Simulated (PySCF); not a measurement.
Where the electron goes

Compound: CH9ClO2Si3.
Cartesian coordinates in Å at the GFN2-xTB level; atoms count from 1:
```
atom  x, y, z in Å
Si1   -2.6206    1.2509    0.2115
C2    -1.8793   -0.5000    0.0815
O3    -0.4935   -0.3001   -0.1108
Si4    0.6710   -1.4055   -0.2517
O5     2.0076   -0.5317   -0.5114
Si6    3.0897    0.6026   -0.1527
Cl7    4.2857   -0.1200    1.2809
H8    -2.3364    1.9554   -1.0374
H9    -1.9902    1.9300    1.3424
H10   -4.0658    1.1348    0.4257
H11   -2.2818   -1.0751   -0.7575
H12   -2.0408   -1.1022    0.9801
H13    0.8293   -2.1793    0.9768
H14    0.5382   -2.2235   -1.4518
H15    2.4353    1.8025    0.3484
H16    3.8441    0.7703   -1.3854
```

Method: TDDFT B3LYP/def2-SVPD, vertical, gas phase, core orbitals frozen in the response in PySCF.

Kohn–Sham orbitals with the atoms that hold most of them (Löwdin shares over 4%, at most four atoms; ? is withheld):

```tsv
orbital	ε (eV)	atoms
LUMO+2	0.30	Cl7 34%, Si6 26%, H15 10%, O5 9%
LUMO+1	0.04	Si6 23%, Si4 17%, Cl7 9%, Si1 7%
LUMO	-0.15	Si4 17%, Si1 14%, C2 13%, O3 8%
HOMO	-8.17	?
HOMO-1	-8.22	?
HOMO-2	-8.58	Cl7 36%, Si6 18%, H16 12%, H15 11%
HOMO-3	-8.98	Cl7 50%, O5 24%, O3 5%, Si6 4%
```

Question: Which atoms hold the HOMO, and with what shares?

Answer: O3 (bonded to C and Si) 36%; C2 (bonded to O, Si and 2 H) 16%; Si4 (bonded to 2 O and 2 H) 11%; H14 (bonded to Si) 9%.

Question: Which atoms hold the HOMO-1, and with what shares?

Answer: O3 (bonded to C and Si) 38%; C2 (bonded to O, Si and 2 H) 18%; Si4 (bonded to 2 O and 2 H) 10%; Si1 (bonded to C and 3 H) 9%. By element: oxygen 38% or more, silicon 19% or more, carbon 18%.

Question: The HOMO–LUMO gap is 8.02 eV. Where does the response calculation put the lowest singlet, and from which orbitals?

Answer: S1 is at 7.00 eV (f = 0.0043), 1.02 eV below the gap, made of HOMO→LUMO (72%), HOMO-1→LUMO (20%). Without the coupling terms of the response equations the lowest excitation would equal the gap.

Question: Give energy, strength and leading configuration of S1 and S2, and follow the Löwdin shares of the leading atoms from the occupied to the empty orbital.

Answer: 
- S1 (7.00 eV, f 0.0043), HOMO→LUMO (72%): O3 36% → 8%, C2 16% → 13%, Si4 11% → 17%, Si1 at most 9% → 14%
- S2 (7.08 eV, f 0.031), HOMO-1→LUMO (75%): O3 38% → 8%, C2 18% → 13%, Si4 10% → 17%, Si1 9% → 14%

Löwdin shares depend on the basis, the more so with diffuse functions.

One conformer stands for the species.
